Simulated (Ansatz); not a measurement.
`C[B]([GeH3])[SeH]` + `C[O][GeH2][AlH2]` → `C[O][GeH2][SeH]` + `C[B]([AlH2])[GeH3]`  (redistribution)

Gas-phase electronic energies from Ansatz, PBE0-D4/def2-TZVP geometries. CCSD(T)/CBS is the MP2 limit (def2-TZVPP, def2-QZVPP) plus CCSD(T) − MP2 in def2-TZVPP, frozen cores. Functionals use def2-TZVPP. For Ge, Se outer-core shells are correlated without core-valence functions, which leaves a few kJ/mol of doubt a bond. Scalar relativity is left out up to krypton. Each species was taken in one conformer, which may not be the lowest.

`C[B]([GeH3])[SeH]`:

Cartesian coordinates in Å:
```
C -1.368 0.069 -0.612
B -0.018 -0.425 -0.005
Ge 1.431 0.909 0.631
Se 0.436 -2.269 0.215
H -1.172 0.709 -1.481
H -1.884 0.715 0.109
H -2.054 -0.723 -0.916
H 2.688 0.221 1.194
H 0.869 1.833 1.730
H 1.874 1.818 -0.533
H -0.801 -2.857 -0.332
```

`C[O][GeH2][AlH2]`:

```xyz
11

C    -0.470    0.946   -1.509
O     0.332   -0.199   -1.397
Ge    1.111   -0.499    0.194
Al   -0.611   -0.930    1.949
H    -0.902    0.965   -2.513
H     0.106    1.872   -1.369
H    -1.300    0.950   -0.786
H     2.004    0.734    0.501
H     2.044   -1.691   -0.094
H    -2.154   -0.741    1.628
H    -0.159   -1.407    3.395
```

`C[O][GeH2][SeH]`:

Z-matrix (Å, degrees):
```
C
O 1 1.409
H 1 1.092 2 107.8
H 1 1.097 2 111.9 3 119.2
H 1 1.098 2 112.0 3 -119.0
Ge 2 1.774 1 119.0 3 -179.2
Se 6 2.353 2 111.2 1 59.4
H 6 1.539 2 109.9 1 -56.5
H 6 1.530 2 104.1 1 -179.8
H 7 1.469 6 92.4 2 69.7
```

`C[B]([AlH2])[GeH3]`:

Z-matrix (Å, degrees):
```
C
B 1 1.558
H 1 1.092 2 116.6
H 1 1.094 2 116.1 3 131.8
H 1 1.107 2 101.7 3 -114.5
Al 2 2.118 1 127.8 3 26.0
Ge 2 2.079 1 116.3 3 -157.0
H 6 1.594 2 121.3 1 -99.4
H 6 1.595 2 120.8 1 85.0
H 7 1.544 2 113.4 1 -27.1
H 7 1.546 2 107.3 1 90.9
H 7 1.543 2 114.7 1 -151.3
```

CCSD(T)/CBS gives +17.9 kcal/mol.

Another level gave +18.7 kcal/mol. Which?
A. MP2/def2-TZVPP
B. HF/def2-TZVPP
C. B2PLYP/def2-TZVPP
D. ωB97X-V/def2-TZVPP

A. MP2/def2-TZVPP 18.7, B2PLYP 17.4, ωB97X-V 16.4, HF/def2-TZVPP 13.9 kcal/mol.

Largest T1 diagnostic among the species: 0.012.

In def2-TZVPP, CCSD(T) changes the Hartree–Fock value by +4.0 kcal/mol (the triples alone add +0.6 kcal/mol) and MP2 by +4.8 kcal/mol.
